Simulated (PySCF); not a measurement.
**Static response to an electric field**

Species: C₅H₁₀O₂.
Atom-mapped SMILES: `[CH3:1][C:2]([CH3:3])([CH3:4])[C:5](=[O:6])[OH:7]` (hydrogens: H8, H9, H10 on C1; H11, H12, H13 on C3; H14, H15, H16 on C4; H17 on O7)

Geometry (PBE0-D3(BJ)/def2-SVP, Å), atoms numbered from 1 in this order:
```xyz
17
C5H10O2 angstrom
C     -0.5040    1.3046   -0.7346
C     -0.4069   -0.0683   -0.0781
C     -0.9334   -1.1553   -1.0245
C     -1.2005   -0.0940    1.2346
C      1.0548   -0.3626    0.2281
O      1.9860    0.3551   -0.0279
O      1.2200   -1.5481    0.8361
H     -0.1070    2.0888   -0.0744
H      0.0723    1.3391   -1.6699
H     -1.5552    1.5380   -0.9619
H     -0.3754   -1.1613   -1.9736
H     -1.9924   -0.9637   -1.2566
H     -0.8534   -2.1527   -0.5698
H     -1.1332   -1.0765    1.7224
H     -2.2608    0.1210    1.0308
H     -0.8310    0.6674    1.9388
H      2.1730   -1.6453    0.9835
```

Level: CAM-B3LYP/def2-SVPD (PySCF), static field, nuclei fixed, core orbitals frozen in the response. The polarisability tensor in these axes (au):

```
x   71.70  0.48  0.77
y    0.48 68.65 -3.01
z    0.77 -3.01 64.07
```

Problem. Diagonalise the tensor; give its mean and Δα, where Δα² is half the sum of the squared differences of the eigenvalues.

Solution. Principal values 62.49, 70.14 and 71.79 au; mean 68.14 au = 10.10 Å³ = 11.23 × 10⁻⁴⁰ C²·m²/J; Δα = 8.60 au (13 % of the mean).

Problem. What is the dipole moment, and where does it point?

Solution. (-1.35, -1.12, 0.40) D, 1.80 D in size, pointing from the negative to the positive side. Measured along this direction, the outermost atoms are O6 at the negative end and H14, H13, H15 and H12 at the positive end.

Problem. What would n − 1 = 2πNα be for an ideal gas of these molecules at 298.15 K and 1 atm, electronic part alone?

Solution. N = p/kT = 2.4615 × 10¹⁹ cm⁻³, so n − 1 = 2π × N × 10.10 × 10⁻²⁴ cm³ = 1562 × 10⁻⁶ at long wavelengths, for an ideal gas.

Problem. Traceless (Buckingham) quadrupole moment about the centre of nuclear charge: eigenvalues?

Solution. -8.84, 1.42, 7.42 D·Å. The values depend on the origin, since the dipole doesn't vanish. The electronic extent ⟨r²⟩ about the same centre is 755 bohr², a root-mean-square distance of 1.94 Å for the 56 electrons.

Problem. Sum over states: ᾱ = Σ f/ω², ω in Eh. What share falls to these 10 lowest TDDFT singlets (eV, f)? 5.86, 0.0012; 7.45, 0.0457; 8.43, 0.0693; 8.43, 0.0035; 8.74, 0.0082; 8.83, 0.0953; 8.90, 0.0296; 8.97, 0.0007; 9.07, 0.0020; 9.14, 0.0744.

Solution. They add up to 3.34 au, 4.9 % of the 68.14 au; the largest single term is 0.91 au, from the state at 8.83 eV. Terms in order: 0.03, 0.61, 0.72, 0.04, 0.08, 0.91, 0.28, 0.01, 0.02, 0.66 au. Higher excitations give the rest. The strengths listed sum to 0.330.

Geometry: PBE0-D3(BJ)/def2-SVP, one conformer, isolated molecule.
